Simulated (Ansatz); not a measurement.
Cost and result for the atomization energy of `[BH2-]1[OH+][BH2-][OH+]1` (10 atoms, 10 bonds).

```
atom   x (Å)   y (Å)   z (Å)
  B1  -0.462   0.930   0.375
  O2  -0.436  -0.547   0.872
  B3   0.708  -0.833  -0.146
  O4   0.594   0.609  -0.726
  H5  -1.528   1.226  -0.099
  H6   0.011   1.652   1.202
  H7  -1.243  -1.018   0.653
  H8   0.393  -1.669  -0.953
  H9   1.749  -0.965   0.429
 H10   0.213   0.616  -1.607
```

Charge 0, multiplicity 1. All single points use the PBE0-D4/def2-TZVP geometry. Program: Ansatz. All runs use 2 threads of a server CPU on a shared host. Times are those of one run each, without the atoms' runs, and a repeat can differ threefold. Electronic energies, without spin–orbit coupling; frozen cores. CCSD(T)/CBS adds CCSD(T) − MP2 in def2-TZVPP to the MP2 limit, and its time is that of the two runs behind it. T1 = 0.010. B3LYP takes the VWN-RPA correlation (the form of Gaussian; ORCA's B3LYP/G).

CCSD(T)/CBS is a level of theory with its own doubt, some kJ/mol a heavy atom from the limit and from the frozen cores, so smaller differences don't rank the functionals.

```csv
level,functions,wall time,atomization (kcal/mol),difference from CCSD(T)/CBS,per bond
LDA (SPW92)/def2-TZVPP,208,1.4 s,1006.1,127.4,12.7
BHLYP-D4/def2-TZVPP,208,2.4 s,855.7,-23.0,-2.3
CCSD(T)/def2-SVP,86,2.4 s,840.2,-38.5,-3.9
PBE0-D4/def2-TZVPP,208,2.5 s,876.2,-2.5,-0.3
CAM-B3LYP-D4/def2-TZVPP,208,2.9 s,886.8,8.1,0.8
B3LYP-D4/def2-TZVPP (with forces),208,3.2 s,879.1,0.4,0.0
r2SCANh-D4/def2-TZVPP,208,3.5 s,878.3,-0.4,0.0
B2PLYP/def2-TZVPP,208,4.4 s,872.6,-6.1,-0.6
B97M-V/def2-TZVPP,208,7 s,878.5,-0.2,0.0
ωB97X-V/def2-TZVPP,208,7 s,879.5,0.8,0.1
MP2/def2-QZVPP,408,20 s,887.8,9.1,0.9
CCSD(T)/def2-TZVPP,208,24 s,860.1,-18.6,-1.9
CCSD(T)/CBS(def2),–,43 s,878.7,0.0,0.0
```

From PBE to PBE0 (25 % exact exchange), in def2-TZVPP and without D4, the atomization energy moves by −13.5 kcal/mol: exact exchange takes away binding that semilocal exchange gives to molecules. In def2-TZVPP, CCSD(T) changes the Hartree–Fock value by +204.7 kcal/mol (the triples alone add +11.0 kcal/mol) and MP2 by +221.5 kcal/mol; breaking electron pairs costs correlation energy, which Hartree–Fock lacks. At CCSD(T), def2-SVP lies −38.5 kcal/mol from the extrapolated value and def2-TZVPP −18.6 kcal/mol: correlation converges slowly with the basis, and small sets miss more of it in the bonded molecule than in its fragments.
